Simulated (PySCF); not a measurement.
# [Ce(H2O)9]4+ at several levels of theory

Computed with PySCF 2.14.0 (density fitting, no spin-orbit coupling) at the geometry relaxed with B3LYP:

```xyz
28
[Ce(H2O)9]4+ (singlet; a saddle point, relaxed within its symmetry)
Ce    0.0000    0.0000    0.0000
O     1.7236    0.0000    1.7905
H     1.6626    0.0000    2.7687
H     2.6906    0.0000    1.6231
O    -0.8618    1.4927    1.7905
H    -0.8313    1.4398    2.7687
H    -1.3453    2.3301    1.6231
O    -0.8618   -1.4927    1.7905
H    -0.8313   -1.4398    2.7687
H    -1.3453   -2.3301    1.6231
O     1.7236    0.0000   -1.7905
H     2.6906    0.0000   -1.6231
H     1.6626    0.0000   -2.7687
O    -0.8618    1.4927   -1.7905
H    -1.3453    2.3301   -1.6231
H    -0.8313    1.4398   -2.7687
O    -0.8618   -1.4927   -1.7905
H    -1.3453   -2.3301   -1.6231
H    -0.8313   -1.4398   -2.7687
O     1.2086    2.0932    0.0000
H     1.5040    2.6049    0.7819
H     1.5040    2.6049   -0.7819
O    -2.4170    0.0000    0.0000
H    -3.0079    0.0001    0.7819
H    -3.0079    0.0001   -0.7819
O     1.2085   -2.0932    0.0000
H     1.5039   -2.6049    0.7819
H     1.5039   -2.6049   -0.7819
```

```csv
level,basis,state,HOMO (eV),gap (eV),charge on Ce1 (e),population of f-type functions on Ce1 (polarisation alone where 4f lies in the core),dipole about the centre of mass (D),largest force component (eV/Å)
B3LYP,"Ce lcecp-2-SVP with ECP46, O def2-SVP, H def2-SVP",singlet,–,–,1.37,0.12,0.00,0.02
PBE0,the same,singlet,–,–,1.46,0.12,0.00,0.16
BLYP,the same,singlet,–,–,1.08,0.12,0.00,0.42
M06-L,the same,singlet,–,–,1.64,0.11,0.01,0.15
```

In the lcecp rows the 4f levels are missing from HOMO and gap, and the state counts the valence alone.

Charges are Mulliken's, which hang on the basis. The relaxation used the grid (50, 194), these runs (75, 302) or, all-electron (x2c bases, spin-free X2C Hamiltonian), (99, 590).

Question: What does r2SCAN with Ce lcecp-2-SVP with ECP46, O def2-SVP, H def2-SVP give here?

Answer: state singlet, charge on Ce1 (e) 1.43, population of f-type functions on Ce1 (polarisation alone where 4f lies in the core) 0.11, dipole about the centre of mass (D) 0.00, largest force component (eV/Å) 0.12. Time: 85 s on 4 threads of Intel(R) Xeon(R) 6975P-C (Granite Rapids), on a shared host, from an already converged density.
